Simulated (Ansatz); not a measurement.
Molecule: C2H2O (charge 0, singlet). 
Structure (B3LYP-D3(BJ)/def2-TZVP (Ansatz, a program for electronic structure) minimum search):
SMILES: C#CO
```xyz
5

C      1.3080    -0.1153    -0.1364
C      0.1216    -0.0059    -0.0156
O     -1.1689     0.1846     0.0722
H      2.3584    -0.2191    -0.2392
H     -1.5848    -0.5301     0.5735
```

Basis-set convergence of Hartree-Fock and MP2 correlation energies (hartree) with Ansatz. Cores are frozen in the correlated levels unless marked. No spin-orbit coupling. No relativistic terms.

```
basis        functions       E(HF)  E(corr, MP2)
-----------  ---------  ----------  ------------
aug-cc-pVDZ         87  -151.69062      -0.45510
aug-cc-pVTZ        184           …             …
```

Q: What belongs in the gaps?

A: 
- aug-cc-pVTZ, E(HF): -151.73010
- aug-cc-pVTZ, E(corr, MP2): -0.55042
